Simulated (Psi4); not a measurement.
indium atom (In), doublet (core potentials on In). Base run: SVWN/def2-SVP run with Psi4.

Input for Psi4:
```
memory 2 GB

molecule mol {
0 2
  In    0.000000    0.000000    0.000000
}

set basis def2-svp
set reference uks

energy('svwn')
print_variables()
```

Variants of this job, named by their change:

```tsv
change	basis functions	E (Eh)
base	26	-190.20297
basis = def2-SV(P)	26	-190.20297
basis = def2-SVPD	32	-190.20320
basis = def2-TZVP	50	-190.20915
basis = def2-TZVPP	50	-190.20915
basis = def2-TZVPD	56	-190.20921
basis = def2-QZVPP	82	-190.21007
basis = def2-QZVP	82	-190.21007
```

Totals compare only among sets that treat the same electrons; sets with core potentials leave the core out.

Open shells are given as the SCF converged; they aren't shown to be the lowest states, and a large step between rows can be another state.
